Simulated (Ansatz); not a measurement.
Relaxation of n-GeGeGeGeGeH12 (Ge₅H₁₂) with RKS PBE0-D4/def2-SVP.

```sh
$ ansatz run in.yaml --threads 4 --pin off --events-out ev --progress --plain --max-ram 4787MiB
```

```yaml
crystal:
  periodic: [false, false, false]
  atoms:
    - {symbol: Ge, position_ang: [1.877820, 1.675130, -0.661310]}
    - {symbol: Ge, position_ang: [0.059620, 1.930270, 0.854560]}
    - {symbol: Ge, position_ang: [-1.900270, 0.706800, 0.215290]}
    - {symbol: Ge, position_ang: [-1.399690, -1.484470, -0.624600]}
    - {symbol: Ge, position_ang: [0.514450, -2.519560, 0.348320]}
    - {symbol: H, position_ang: [1.978550, 2.769130, -1.682880]}
    - {symbol: H, position_ang: [3.230740, 1.596920, -0.020830]}
    - {symbol: H, position_ang: [1.754400, 0.409350, -1.467750]}
    - {symbol: H, position_ang: [-0.249270, 3.396820, 1.064280]}
    - {symbol: H, position_ang: [0.503030, 1.501500, 2.238710]}
    - {symbol: H, position_ang: [-2.873380, 0.624640, 1.373040]}
    - {symbol: H, position_ang: [-2.690190, 1.486420, -0.815860]}
    - {symbol: H, position_ang: [-2.600910, -2.399180, -0.510310]}
    - {symbol: H, position_ang: [-1.205950, -1.408520, -2.124930]}
    - {symbol: H, position_ang: [1.531350, -2.993670, -0.646580]}
    - {symbol: H, position_ang: [0.203010, -3.710090, 1.205910]}
    - {symbol: H, position_ang: [1.266700, -1.581490, 1.254920]}
basis:
  gaussian: {orbitals: def2-SVP}
hamiltonian: {xc: pbe0, dispersion: d4}
scf: {lower_state_search: "off"}
output: {orbitals: {seedname: orbitals}}
relax: {f_tol: 0.02, max_steps: 100}
```

It took 4.1 min on 4 threads of Arm Neoverse V2 on a shared host, peak host memory 1 GiB.

Positions (Å) and forces (eV/Å) at steps 1, 2, 4, 7, 9, 10, 11, 12, 13, 14, 15, 16, 17, 18, 19, 22, 23 of 25:

```xyz
17
step=1 energy=-282716.3500 eV
Ge    1.878    1.675   -0.661   -0.019   -0.121   -0.146
Ge    0.060    1.930    0.855   -0.015   -0.001    0.157
Ge   -1.900    0.707    0.215    0.020   -0.004    0.001
Ge   -1.400   -1.484   -0.625   -0.057    0.013   -0.125
Ge    0.514   -2.520    0.348    0.100    0.108    0.138
H     1.979    2.769   -1.683   -0.126    0.667   -0.439
H     3.231    1.597   -0.021    0.607   -0.004    0.558
H     1.754    0.409   -1.468   -0.211   -0.665   -0.292
H    -0.249    3.397    1.064   -0.197    0.547   -0.131
H     0.503    1.502    2.239    0.165   -0.363    0.407
H    -2.873    0.625    1.373   -0.182   -0.128    0.535
H    -2.690    1.486   -0.816   -0.116    0.243   -0.508
H    -2.601   -2.399   -0.510   -0.437   -0.281    0.259
H    -1.206   -1.409   -2.125    0.229    0.168   -0.507
H     1.531   -2.994   -0.647    0.383   -0.176   -0.692
H     0.203   -3.710    1.206   -0.386   -0.596    0.396
H     1.267   -1.581    1.255    0.244    0.592    0.390
17
step=2 energy=-282716.5991 eV
Ge    1.877    1.600   -0.704   -0.078    0.065    0.145
Ge    0.083    1.914    0.898   -0.090   -0.073   -0.113
Ge   -1.911    0.711    0.217    0.061   -0.028   -0.009
Ge   -1.387   -1.485   -0.676   -0.001    0.104    0.130
Ge    0.570   -2.459    0.383   -0.143    0.006   -0.107
H     1.886    2.775   -1.698    0.053   -0.039   -0.040
H     3.205    1.550    0.071    0.068   -0.015   -0.105
H     1.677    0.280   -1.475    0.032    0.005   -0.005
H    -0.278    3.410    1.010    0.083    0.000    0.082
H     0.533    1.374    2.272   -0.019    0.069   -0.004
H    -2.820    0.583    1.457   -0.087   -0.006   -0.074
H    -2.639    1.485   -0.902   -0.058    0.073    0.087
H    -2.618   -2.389   -0.450    0.039   -0.049   -0.095
H    -1.117   -1.339   -2.188   -0.048   -0.040    0.010
H     1.528   -2.915   -0.731    0.085   -0.041    0.075
H     0.130   -3.666    1.230    0.090   -0.009    0.032
H     1.279   -1.430    1.284    0.012   -0.021   -0.009
17
step=4 energy=-282716.6284 eV
Ge    1.870    1.574   -0.689   -0.005   -0.005    0.016
Ge    0.067    1.904    0.903   -0.008    0.012    0.017
Ge   -1.944    0.725    0.221    0.005   -0.003   -0.001
Ge   -1.391   -1.465   -0.679   -0.019   -0.002   -0.018
Ge    0.576   -2.438    0.368   -0.008    0.017   -0.012
H     1.895    2.712   -1.725   -0.017   -0.020   -0.021
H     3.234    1.526    0.023    0.004    0.006    0.014
H     1.667    0.234   -1.423    0.000   -0.007   -0.037
H    -0.233    3.410    1.053    0.014   -0.005    0.011
H     0.510    1.368    2.279   -0.003   -0.002    0.006
H    -2.888    0.574    1.433    0.009   -0.006   -0.003
H    -2.688    1.542   -0.857    0.007   -0.003    0.004
H    -2.597   -2.413   -0.507    0.011   -0.005   -0.012
H    -1.123   -1.318   -2.191    0.001    0.005   -0.006
H     1.574   -2.921   -0.700   -0.004   -0.008   -0.014
H     0.187   -3.633    1.258    0.004    0.024    0.018
H     1.286   -1.381    1.234    0.008    0.002    0.040
17
step=7 energy=-282716.6345 eV
Ge    1.842    1.525   -0.700   -0.014   -0.002   -0.009
Ge    0.068    1.871    0.924    0.011   -0.003    0.002
Ge   -1.958    0.728    0.228    0.012   -0.006    0.003
Ge   -1.372   -1.437   -0.711    0.008    0.000   -0.011
Ge    0.583   -2.385    0.382   -0.006    0.006    0.014
H     1.822    2.643   -1.759    0.000   -0.001   -0.002
H     3.222    1.506   -0.018   -0.002    0.005   -0.004
H     1.639    0.178   -1.424    0.003    0.003    0.004
H    -0.190    3.382    1.095    0.000    0.006    0.008
H     0.513    1.307    2.288   -0.002    0.000   -0.002
H    -2.899    0.545    1.436    0.001    0.000    0.002
H    -2.698    1.571   -0.832   -0.002   -0.002    0.000
H    -2.559   -2.413   -0.585   -0.005   -0.003   -0.010
H    -1.066   -1.255   -2.211    0.001    0.002    0.002
H     1.588   -2.906   -0.661   -0.004   -0.003    0.005
H     0.176   -3.546    1.308   -0.002    0.001    0.002
H     1.288   -1.314    1.240    0.000   -0.004   -0.005
17
step=9 energy=-282716.6380 eV
Ge    1.811    1.552   -0.760   -0.015    0.040    0.007
Ge    0.088    1.838    0.934    0.056    0.004   -0.006
Ge   -1.956    0.721    0.245    0.051   -0.032   -0.001
Ge   -1.327   -1.408   -0.747    0.022   -0.051   -0.064
Ge    0.547   -2.403    0.452   -0.035   -0.035   -0.019
H     1.687    2.668   -1.817    0.013   -0.034    0.012
H     3.223    1.600   -0.142   -0.045    0.007   -0.014
H     1.637    0.195   -1.473    0.006    0.004    0.015
H    -0.154    3.343    1.171   -0.001    0.002    0.008
H     0.578    1.218    2.260   -0.024    0.012   -0.014
H    -2.876    0.500    1.461   -0.011   -0.006    0.009
H    -2.713    1.579   -0.788   -0.005    0.010   -0.004
H    -2.520   -2.391   -0.757    0.045    0.040   -0.009
H    -0.902   -1.159   -2.214   -0.036   -0.010    0.077
H     1.570   -3.013   -0.527   -0.050    0.019    0.035
H     0.043   -3.507    1.405    0.022    0.031   -0.024
H     1.265   -1.332    1.297    0.007   -0.001   -0.009
17
step=10 energy=-282716.6396 eV
Ge    1.810    1.577   -0.772    0.019    0.024    0.024
Ge    0.095    1.846    0.932    0.011   -0.011    0.006
Ge   -1.942    0.714    0.248    0.028   -0.010   -0.006
Ge   -1.321   -1.414   -0.751   -0.002   -0.025   -0.065
Ge    0.533   -2.426    0.464   -0.012   -0.047   -0.041
H     1.679    2.685   -1.837   -0.003   -0.037    0.027
H     3.222    1.643   -0.155   -0.038    0.009   -0.018
H     1.653    0.213   -1.473   -0.002    0.004    0.012
H    -0.160    3.347    1.178    0.000   -0.002    0.004
H     0.576    1.221    2.259    0.013    0.018   -0.028
H    -2.863    0.486    1.463   -0.003    0.002    0.015
H    -2.703    1.579   -0.777   -0.013   -0.003   -0.013
H    -2.523   -2.386   -0.777    0.051    0.042   -0.004
H    -0.891   -1.151   -2.214   -0.016   -0.029    0.086
H     1.549   -3.054   -0.513   -0.046    0.015    0.037
H     0.017   -3.520    1.422    0.016    0.045   -0.031
H     1.267   -1.360    1.301   -0.001    0.005   -0.005
17
step=11 energy=-282716.6419 eV
Ge    1.813    1.603   -0.767    0.032    0.005    0.000
Ge    0.098    1.861    0.936    0.024   -0.006    0.003
Ge   -1.928    0.708    0.250   -0.015    0.007   -0.007
Ge   -1.321   -1.419   -0.757    0.013   -0.037   -0.041
Ge    0.517   -2.449    0.460    0.012   -0.040   -0.022
H     1.666    2.689   -1.852   -0.012   -0.029    0.024
H     3.225    1.700   -0.156   -0.028    0.008   -0.009
H     1.674    0.224   -1.443    0.001    0.006    0.006
H    -0.167    3.360    1.184   -0.014   -0.011   -0.002
H     0.595    1.244    2.260   -0.001    0.004   -0.020
H    -2.845    0.479    1.468    0.001   -0.005    0.007
H    -2.700    1.566   -0.773   -0.002    0.004   -0.002
H    -2.528   -2.384   -0.792    0.027    0.041    0.005
H    -0.882   -1.166   -2.217   -0.010   -0.001    0.056
H     1.517   -3.107   -0.512   -0.033    0.011    0.023
H    -0.009   -3.524    1.433    0.007    0.041   -0.021
H     1.273   -1.384    1.279   -0.002    0.002   -0.001
17
step=12 energy=-282716.6451 eV
Ge    1.817    1.645   -0.771    0.060    0.010   -0.072
Ge    0.111    1.870    0.937   -0.036    0.020    0.045
Ge   -1.906    0.697    0.255   -0.017    0.009    0.011
Ge   -1.297   -1.418   -0.776   -0.064   -0.008   -0.037
Ge    0.490   -2.495    0.466    0.040   -0.061    0.025
H     1.591    2.676   -1.899    0.011   -0.071    0.062
H     3.231    1.846   -0.184   -0.084   -0.010   -0.039
H     1.734    0.228   -1.385    0.025    0.070    0.024
H    -0.197    3.359    1.207    0.023   -0.027   -0.016
H     0.633    1.252    2.250   -0.011   -0.006   -0.006
H    -2.808    0.440    1.482    0.016    0.007   -0.014
H    -2.701    1.562   -0.747    0.017   -0.019    0.015
H    -2.532   -2.344   -0.858    0.049    0.013    0.006
H    -0.824   -1.144   -2.218    0.008    0.005    0.012
H     1.448   -3.248   -0.483   -0.059    0.044    0.058
H    -0.089   -3.499    1.489    0.033    0.069   -0.052
H     1.299   -1.428    1.234   -0.012   -0.044   -0.022
17
step=13 energy=-282716.6473 eV
Ge    1.809    1.649   -0.775    0.100    0.005   -0.083
Ge    0.114    1.862    0.945   -0.020    0.016    0.013
Ge   -1.905    0.692    0.263   -0.039    0.019   -0.007
Ge   -1.292   -1.409   -0.791   -0.026   -0.025   -0.001
Ge    0.477   -2.494    0.471    0.053   -0.099    0.028
H     1.548    2.657   -1.919    0.013   -0.078    0.084
H     3.224    1.899   -0.202   -0.106   -0.014   -0.050
H     1.768    0.222   -1.373    0.012    0.084    0.039
H    -0.181    3.354    1.215    0.007   -0.034   -0.005
H     0.636    1.236    2.254   -0.005    0.002   -0.011
H    -2.798    0.430    1.495    0.012   -0.004   -0.027
H    -2.705    1.558   -0.735    0.014   -0.006    0.027
H    -2.517   -2.346   -0.897    0.049    0.034    0.001
H    -0.790   -1.122   -2.222   -0.010    0.009    0.021
H     1.417   -3.289   -0.466   -0.070    0.054    0.075
H    -0.124   -3.463    1.515    0.044    0.074   -0.069
H     1.317   -1.437    1.222   -0.029   -0.040   -0.036
17
step=14 energy=-282716.6496 eV
Ge    1.807    1.649   -0.776    0.098   -0.010   -0.089
Ge    0.112    1.853    0.947    0.013    0.014    0.008
Ge   -1.912    0.694    0.266   -0.036   -0.002    0.007
Ge   -1.287   -1.400   -0.796   -0.009   -0.033   -0.021
Ge    0.470   -2.496    0.473    0.071   -0.069    0.037
H     1.516    2.634   -1.931    0.013   -0.067    0.075
H     3.220    1.940   -0.219   -0.110   -0.010   -0.034
H     1.804    0.215   -1.357   -0.002    0.084    0.042
H    -0.168    3.346    1.220   -0.006   -0.025    0.003
H     0.637    1.219    2.251   -0.006    0.002   -0.006
H    -2.802    0.417    1.496    0.013    0.008   -0.015
H    -2.714    1.569   -0.721    0.013   -0.014    0.014
H    -2.499   -2.349   -0.924    0.028    0.046   -0.004
H    -0.771   -1.090   -2.218   -0.007   -0.007    0.022
H     1.394   -3.325   -0.449   -0.076    0.053    0.061
H    -0.140   -3.435    1.539    0.033    0.067   -0.070
H     1.334   -1.442    1.200   -0.031   -0.039   -0.031
17
step=15 energy=-282716.6526 eV
Ge    1.804    1.644   -0.781    0.088   -0.020   -0.051
Ge    0.113    1.836    0.951    0.010    0.009   -0.009
Ge   -1.920    0.692    0.273    0.000   -0.004   -0.004
Ge   -1.276   -1.387   -0.805   -0.004   -0.008   -0.020
Ge    0.467   -2.492    0.476    0.055   -0.058    0.030
H     1.470    2.592   -1.954    0.009   -0.051    0.056
H     3.205    2.004   -0.236   -0.097   -0.013   -0.033
H     1.856    0.198   -1.328   -0.013    0.092    0.042
H    -0.160    3.327    1.234   -0.003    0.000    0.008
H     0.633    1.191    2.251    0.008    0.000   -0.003
H    -2.805    0.409    1.504    0.007   -0.004   -0.005
H    -2.724    1.573   -0.706    0.005   -0.005    0.000
H    -2.487   -2.332   -0.968    0.023    0.015    0.000
H    -0.738   -1.057   -2.215   -0.009   -0.005    0.026
H     1.353   -3.372   -0.433   -0.061    0.045    0.050
H    -0.162   -3.382    1.571    0.030    0.048   -0.050
H     1.372   -1.446    1.166   -0.049   -0.040   -0.036
17
step=16 energy=-282716.6551 eV
Ge    1.803    1.652   -0.783    0.061   -0.015   -0.025
Ge    0.117    1.832    0.956    0.024   -0.019   -0.022
Ge   -1.915    0.690    0.276    0.002   -0.023    0.002
Ge   -1.267   -1.380   -0.817    0.018   -0.003   -0.013
Ge    0.453   -2.502    0.480    0.058   -0.008    0.012
H     1.417    2.548   -1.981    0.024   -0.046    0.048
H     3.188    2.091   -0.254   -0.097   -0.029   -0.050
H     1.905    0.191   -1.281   -0.005    0.113    0.038
H    -0.154    3.319    1.261   -0.006    0.014    0.005
H     0.647    1.171    2.244    0.005   -0.002    0.007
H    -2.795    0.393    1.506   -0.007    0.002    0.009
H    -2.723    1.572   -0.697   -0.006    0.010   -0.007
H    -2.470   -2.326   -1.012   -0.009    0.015   -0.003
H    -0.708   -1.025   -2.211    0.001   -0.018    0.021
H     1.293   -3.439   -0.416   -0.044    0.042    0.060
H    -0.187   -3.332    1.613    0.027    0.039   -0.049
H     1.395   -1.455    1.116   -0.048   -0.072   -0.032
17
step=17 energy=-282716.6568 eV
Ge    1.802    1.679   -0.783    0.065   -0.042   -0.066
Ge    0.120    1.827    0.962    0.032    0.012   -0.008
Ge   -1.912    0.683    0.280    0.044   -0.004   -0.007
Ge   -1.259   -1.377   -0.826    0.033   -0.001   -0.037
Ge    0.441   -2.520    0.476    0.052   -0.032    0.068
H     1.376    2.514   -2.012    0.026   -0.051    0.084
H     3.177    2.186   -0.285   -0.125   -0.040   -0.042
H     1.951    0.204   -1.229    0.008    0.123    0.024
H    -0.158    3.308    1.285   -0.014    0.018    0.013
H     0.662    1.154    2.240    0.004   -0.003    0.004
H    -2.791    0.379    1.509   -0.006   -0.004    0.011
H    -2.718    1.575   -0.684   -0.015    0.005   -0.015
H    -2.472   -2.300   -1.052   -0.001   -0.012    0.000
H    -0.668   -1.020   -2.207   -0.018    0.005    0.013
H     1.241   -3.521   -0.390   -0.064    0.070    0.057
H    -0.218   -3.286    1.645    0.042    0.035   -0.057
H     1.426   -1.486    1.071   -0.063   -0.081   -0.044
17
step=18 energy=-282716.6588 eV
Ge    1.796    1.693   -0.786    0.111    0.023   -0.082
Ge    0.128    1.833    0.971   -0.010   -0.032   -0.010
Ge   -1.895    0.680    0.277    0.015   -0.001    0.009
Ge   -1.249   -1.378   -0.838    0.006    0.021   -0.002
Ge    0.424   -2.536    0.484    0.089   -0.071    0.040
H     1.343    2.498   -2.027    0.021   -0.055    0.096
H     3.157    2.251   -0.304   -0.110   -0.041   -0.043
H     1.999    0.221   -1.217   -0.027    0.109    0.045
H    -0.172    3.307    1.312    0.015    0.005   -0.011
H     0.677    1.152    2.241    0.003    0.001   -0.005
H    -2.774    0.370    1.505   -0.012   -0.007    0.010
H    -2.706    1.572   -0.684   -0.008    0.011   -0.011
H    -2.470   -2.290   -1.074    0.004   -0.008    0.001
H    -0.654   -1.012   -2.215    0.006   -0.014    0.020
H     1.190   -3.572   -0.372   -0.058    0.070    0.064
H    -0.238   -3.268    1.674    0.025    0.051   -0.077
H     1.444   -1.522    1.053   -0.070   -0.061   -0.043
17
step=19 energy=-282716.6616 eV
Ge    1.798    1.712   -0.787    0.059    0.019   -0.059
Ge    0.134    1.836    0.973    0.005   -0.013    0.003
Ge   -1.886    0.679    0.276   -0.010   -0.003    0.000
Ge   -1.244   -1.379   -0.840    0.013   -0.009    0.006
Ge    0.413   -2.553    0.488    0.053   -0.042    0.015
H     1.320    2.505   -2.023    0.021   -0.041    0.055
H     3.151    2.291   -0.318   -0.068   -0.023   -0.023
H     2.015    0.242   -1.207   -0.015    0.063    0.019
H    -0.163    3.311    1.315    0.001   -0.013   -0.004
H     0.690    1.154    2.240   -0.008    0.002   -0.005
H    -2.770    0.362    1.500   -0.001    0.001    0.006
H    -2.699    1.570   -0.685    0.002    0.008   -0.001
H    -2.462   -2.294   -1.079   -0.005    0.013   -0.004
H    -0.640   -1.021   -2.214    0.004   -0.004    0.011
H     1.160   -3.605   -0.361   -0.038    0.044    0.045
H    -0.262   -3.263    1.680    0.022    0.036   -0.049
H     1.446   -1.548    1.042   -0.036   -0.039   -0.017
17
step=22 energy=-282716.6659 eV
Ge    1.789    1.806   -0.810    0.014    0.030   -0.027
Ge    0.159    1.830    0.984    0.004    0.031    0.033
Ge   -1.851    0.665    0.276   -0.033    0.006   -0.002
Ge   -1.207   -1.384   -0.856   -0.012   -0.039   -0.005
Ge    0.359   -2.630    0.516    0.010   -0.061    0.005
H     1.206    2.497   -2.060    0.014   -0.018    0.031
H     3.089    2.529   -0.404   -0.037   -0.018   -0.006
H     2.127    0.349   -1.175    0.006   -0.006   -0.005
H    -0.163    3.287    1.385    0.003   -0.046   -0.009
H     0.751    1.115    2.218   -0.009    0.007   -0.021
H    -2.740    0.335    1.494    0.013    0.009   -0.016
H    -2.660    1.565   -0.683    0.012   -0.013    0.018
H    -2.440   -2.259   -1.172    0.033    0.036    0.008
H    -0.530   -1.013   -2.192    0.000   -0.001    0.004
H     0.981   -3.808   -0.268   -0.040    0.069    0.045
H    -0.361   -3.190    1.762    0.034    0.030   -0.051
H     1.492   -1.696    0.984   -0.012   -0.016   -0.003
17
step=23 energy=-282716.6666 eV
Ge    1.787    1.805   -0.813    0.002    0.034   -0.012
Ge    0.160    1.825    0.984    0.002    0.020    0.022
Ge   -1.853    0.665    0.276   -0.017    0.006   -0.004
Ge   -1.202   -1.381   -0.858   -0.019   -0.029    0.001
Ge    0.358   -2.628    0.519    0.002   -0.051    0.001
H     1.198    2.494   -2.060    0.012   -0.012    0.016
H     3.081    2.535   -0.406   -0.021   -0.012   -0.006
H     2.134    0.350   -1.179    0.003   -0.009   -0.002
H    -0.163    3.280    1.391    0.008   -0.031   -0.007
H     0.755    1.106    2.214   -0.012    0.004   -0.013
H    -2.741    0.336    1.495    0.010    0.000   -0.015
H    -2.662    1.565   -0.682    0.011   -0.008    0.015
H    -2.436   -2.252   -1.179    0.030    0.021    0.005
H    -0.519   -1.010   -2.191   -0.003    0.003    0.008
H     0.969   -3.811   -0.262   -0.026    0.049    0.036
H    -0.363   -3.177    1.768    0.025    0.023   -0.038
H     1.499   -1.700    0.983   -0.009   -0.009   -0.005
```

Another isomer (singlet) lies 0.11 eV lower at PBE0-D4/def2-TZVP; other spin states weren't run for this one.
